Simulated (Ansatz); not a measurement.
C2H6O2Si can be A, `OC1CO[SiH2]1`, or B, `OC[SiH]1CO1`.

Isolated molecules relaxed with PBE0-D4/def2-TZVP in Ansatz; ΔE leaves out vibrations. CCSD(T)/CBS is the MP2 limit (def2-TZVPP, def2-QZVPP) plus CCSD(T) − MP2 in def2-TZVPP, frozen cores. DFT in def2-TZVPP. Each species was taken in one conformer, which may not be the lowest.

A:

```xyz
11

O    -0.713   -0.593    1.576
C    -0.644    0.059    0.324
C     0.517    1.076    0.311
O     1.335    0.605   -0.785
Si    0.365   -0.714   -1.090
H    -1.333   -1.323    1.511
H    -1.600    0.526    0.061
H     0.206    2.105    0.118
H     1.071    1.029    1.253
H    -0.190   -0.733   -2.472
H     0.987   -2.036   -0.807
```

B:

Z-matrix (Å, degrees):
```
C
Si 1 1.879
O 1 1.425 2 110.3
H 1 1.093 2 110.3 3 117.0
H 1 1.097 2 110.8 3 -125.1
O 2 1.662 1 118.7 3 157.8
C 2 1.807 1 121.9 3 99.1
H 2 1.480 1 113.2 3 -59.1
H 3 0.961 1 108.5 2 -67.6
H 7 1.089 2 122.2 1 3.5
H 7 1.088 2 122.1 1 -158.0
```

**Question.** Which isomer does CCSD(T)/CBS put lower? Give the gap. (An estimate is asked.)

**Answer.** Computed: A, by 57.4 kJ/mol.

**Question.** Give E(B) − E(A) in kJ/mol with PBE0-D4, LDA (SPW92), PBE-D4, r2SCAN-D4, CCSD(T)/def2-SVP, CCSD(T)/def2-TZVPP, B2PLYP. (An estimate is asked.)

**Answer.** Ansatz gave: PBE0-D4 56.3, LDA (SPW92) 56.3, PBE-D4 45.1, r2SCAN-D4 48.5, CCSD(T)/def2-SVP 72.3, CCSD(T)/def2-TZVPP 58.7, B2PLYP 53.2. None reverses the order clearly.

**Question.** Does the order hold for the free energy at 298.15 K (harmonic terms from PBE0-D4)? (Estimate.)

**Answer.** The calculation gave: Yes: G(B) − G(A) = +56.3 kJ/mol, for one conformer each. Modes under 60 cm⁻¹, often nearly free rotors, make the harmonic entropy too high.

Largest T1 diagnostic: 0.013.

Leaving LDA and LC-ωPBE aside and taking each functional with its dispersion term where it has one, the values, not all of them listed here, spread over 21.3 kJ/mol, from BLYP-D4 to BHLYP-D4. LDA lies +13.0 kJ/mol from PBE without D4. At CCSD(T), def2-SVP lies +15.0 kJ/mol from the extrapolated value and def2-TZVPP +1.3 kJ/mol.
